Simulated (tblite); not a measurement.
Parent: `[CH3:1][CH2:2][CH2:3][N:4]([NH:5][CH3:6])[SiH:7]([CH3:8])[CH3:9]` with C1–C2–C3–N4 -65°, C2–C3–N4–N5 -73°, C3–N4–N5–C6 118°, C3–N4–Si7–C8 17°, C6H18N2Si.

Structures optimised with GFN2-xTB, isolated species. One conformer each, not checked by frequencies here.

| coordinate of the parent | value |
| --- | --- |
| C1–C2 | 1.522 Å |
| C2–C3 | 1.532 Å |
| C3–N4 | 1.446 Å |
| N4–N5 | 1.416 Å |
| N5–C6 | 1.450 Å |
| N4–Si7 | 1.728 Å |
| Si7–C8 | 1.895 Å |
| Si7–C9 | 1.911 Å |
| C1–C2–C3 | 112.2° |
| C2–C3–N4 | 113.7° |
| C3–N4–N5 | 111.3° |
| C3–N4–Si7 | 126.4° |
| N5–N4–Si7 | 122.3° |
| N4–N5–C6 | 114.5° |
| N4–Si7–C8 | 109.5° |
| N4–Si7–C9 | 116.3° |
| C8–Si7–C9 | 107.2° |

Problem. How does the shared frame change in `[CH2:1]=[CH:2][N:3]([CH2:4][CH2:5][CH3:6])[NH:7][CH3:8]` with C1–C2–N3–C4 159°, C2–N3–C4–C5 -74°, N3–C4–C5–C6 -178°, C2–N3–N7–C8 -91°, C6H14N2? Atoms pair as C1 = C6, C2 = C5, C3 = C4, N4 = N3, N5 = N7, C6 = C8 (parent first).

Solution. 
```
  parent  relative  value in the relative  change
   C1–C2     C6–C5                1.522 Å   0.000
   C2–C3     C5–C4                1.533 Å  +0.001
   C3–N4     C4–N3                1.446 Å   0.000
   N4–N5     N3–N7                1.408 Å  -0.008
   N5–C6     N7–C8                1.454 Å  +0.004
C1–C2–C3  C6–C5–C4                 111.5°    -0.7
C2–C3–N4  C5–C4–N3                 113.2°    -0.5
C3–N4–N5  C4–N3–N7                 113.2°    +1.9
N4–N5–C6  N3–N7–C8                 112.0°    -2.5
```

Of the parent's bonds, N4–N5 changes most (-0.008 Å). Bonds of the relative outside the shared frame: C1=C2 1.331, C2–N3 1.374 Å. Point group C1 → C1.

Problem. How does the shared frame change in `[CH3:1][CH2:2][CH2:3][NH:4][NH:5][CH3:6]` with C1–C2–C3–N4 180°, C2–C3–N4–N5 -71°, C3–N4–N5–C6 -86°, C4H12N2? Atoms pair as C1 = C1, C2 = C2, C3 = C3, N4 = N4, N5 = N5, C6 = C6 (parent first).

Solution. 
```
  parent  relative  value in the relative  change
   C1–C2     C1–C2                1.523 Å  +0.001
   C2–C3     C2–C3                1.535 Å  +0.003
   C3–N4     C3–N4                1.455 Å  +0.009
   N4–N5     N4–N5                1.416 Å   0.000
   N5–C6     N5–C6                1.450 Å   0.000
C1–C2–C3  C1–C2–C3                 111.5°    -0.7
C2–C3–N4  C2–C3–N4                 115.3°    +1.6
C3–N4–N5  C3–N4–N5                 116.7°    +5.4
N4–N5–C6  N4–N5–C6                 111.6°    -2.9
```

Of the parent's bonds, C3–N4 changes most (+0.009 Å). Point group C1 → C1.

These are computed values.
